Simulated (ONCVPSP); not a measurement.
Building the ONCV potential for technetium (Tc) (PBEsol, fully relativistic).

ONCVPSP 4.0.1 input, shortened (lines: element, Z, core and valence counts, functional; n l f; lmax; l rc ep ncon nbas qcut; lloc lpopt rc5 dvloc0; l nproj debl; icmod fcfact rcfact), PBEsol, fully relativistic:

```
  Tc 43.00    6    5  -116133      upf
    1    0    2.00
    2    0    2.00
    2    1    6.00
    3    0    2.00
    3    1    6.00
    3    2   10.00
    4    0    2.00
    4    1    6.00
    4    2    5.00
    5    0    1.00
    5    1    1.00
    2
    0    1.40    0.00    5    8    6.60
    1    1.95    0.00    4    8    9.00
    2    1.95    0.00    5    9    6.30
    4    5    1.00    0.00
    0    3    2.50
    1    2    3.90
    2    2    1.00
    3    5.75    1.40
```

Open shells are filled in proportion to 2j + 1.

All-electron outer shells of the reference configuration (PBEsol, scalar-relativistic, ld1.x):

```csv
shell,level (eV),outermost node (bohr),outermost maximum (bohr)
3p,-417.14,0.16,0.36
3d,-251.32,–,0.31
4s,-74.78,0.50,0.95
4p,-46.77,0.51,1.03
4d,-8.04,0.50,1.27
5s,-6.00,1.28,2.69
5p,-2.10,1.45,3.54
```

Calculated quality:

* Cutoffs needed: 63 Ha and 83 Ha (the cutoffs (Ha) at which the residual kinetic energy of the hardest occupied pseudo-wave falls to 1 and 0.1 mHa per electron)
* Ghost test: no bound ghost flagged; GHOST(+) flagged for s at 333.4 eV
* Largest excitation error: +0.2 meV (all-electron minus pseudo) for 4s2 4p6 4d5 5s0 5p1, out of 4 test configurations
* rms error of d²Exc/dni dnj: 5.96 mHa without and 3.64 mHa with the model core

Generation and tests took about 6.7 s on one core of a shared server CPU.
